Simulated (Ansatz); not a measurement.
`[SiH3]BO[SiH3]` at its PBE0-D4/def2-TZVP geometry, where that method's forces vanish. The species carries charge 0 and has multiplicity 1.

```xyz
11

Si    0.9642    2.0682    0.3220
B    -0.1211    0.4863   -0.3440
O    -0.0262   -0.7148    0.2611
Si   -0.7635   -2.1742   -0.0356
H     1.8222    1.7511    1.4966
H     0.0473    3.1842    0.6956
H     1.8376    2.5743   -0.7767
H    -0.8644    0.6011   -1.2909
H     0.2989   -3.1696   -0.3095
H    -1.6771   -2.0512   -1.1996
H    -1.5178   -2.5554    1.1811
```

Question: What forces (eV/Å) does r2SCAN-D4/def2-TZVPP give on these atoms in the Gaussian-basis code of Ansatz? (Estimate.)

Answer: Ansatz gave: 
```
Si1  0.015  0.003  0.015
B2  -0.011  0.198 -0.096
O3   0.028 -0.135  0.090
Si4 -0.032 -0.070 -0.011
H5  -0.011  0.015 -0.020
H6   0.020 -0.013 -0.011
H7  -0.018 -0.001  0.021
H8   0.004 -0.007  0.008
H9  -0.030  0.020  0.007
H10  0.017 -0.014  0.027
H11  0.018  0.004 -0.032
```
